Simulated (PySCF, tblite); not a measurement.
Parent: `[CH3:1][C@H:2]([SiH3:3])[C:4](=[S:5])[CH2:6][F:7]` with C1–C2–C4–S5 23°, C2–C4–C6–F7 1°, C4H9FSSi.

Structures optimised with GFN2-xTB, isolated species. One conformer each, not checked by frequencies here.

```tsv
coordinate of the parent	value
C1–C2	1.521 Å
C2–Si3	1.946 Å
C2–C4	1.461 Å
C4=S5	1.634 Å
C4–C6	1.501 Å
C6–F7	1.373 Å
C1–C2–Si3	109.8°
C1–C2–C4	113.9°
Si3–C2–C4	106.7°
C2–C4–S5	124.2°
C2–C4–C6	118.5°
S5–C4–C6	117.2°
C4–C6–F7	113.1°
```

**Question.** How does the shared frame change in `[CH3:1][C:2]#[C:3][C@:4]([CH3:5])([SiH3:6])[C:7](=[S:8])[CH2:9][F:10]` with C3–C4–C7–S8 -151°, C4–C7–C9–F10 37°, C7H11FSSi? Atoms pair as C1 = C5, C2 = C4, Si3 = Si6, C4 = C7, S5 = S8, C6 = C9, F7 = F10 (parent first).

**Answer.** 
```csv
parent,relative,value in the relative,change
C1–C2,C5–C4,1.529 Å,+0.008
C2–Si3,C4–Si6,1.967 Å,+0.021
C2–C4,C4–C7,1.467 Å,+0.006
C4=S5,C7=S8,1.635 Å,+0.001
C4–C6,C7–C9,1.501 Å,0.000
C6–F7,C9–F10,1.373 Å,0.000
C1–C2–Si3,C5–C4–Si6,107.9°,-1.9
C1–C2–C4,C5–C4–C7,113.1°,-0.8
Si3–C2–C4,Si6–C4–C7,105.3°,-1.4
C2–C4–S5,C4–C7–S8,123.4°,-0.8
C2–C4–C6,C4–C7–C9,119.2°,+0.7
S5–C4–C6,S8–C7–C9,117.4°,+0.2
C4–C6–F7,C7–C9–F10,113.5°,+0.4
```

Of the parent's bonds, C2–Si3 changes most (+0.021 Å). Bonds of the relative outside the shared frame: C1–C2 1.446, C2≡C3 1.200, C3–C4 1.446 Å. Point group C1 → C1.

All values are computed, not measured.
